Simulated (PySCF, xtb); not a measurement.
dimethoxyethane (C4H10O2), SMILES COCCOC.

GFN2-xTB (xtb 6.7.1) at its own geometry gives an orbital gap of 11.73 eV and a dipole moment of 1.47 D.

Coordinates come from a PBE-D3(BJ)/def2-SVP optimisation. Other conformers were not sampled.

**Question.** What does PySCF with PBE/def2-TZVP give? (The exact figures need the calculation; the answer reports its results.)

**Answer.** gap 6.18 eV (levels -5.70 and 0.48 eV), dipole 1.17 D.
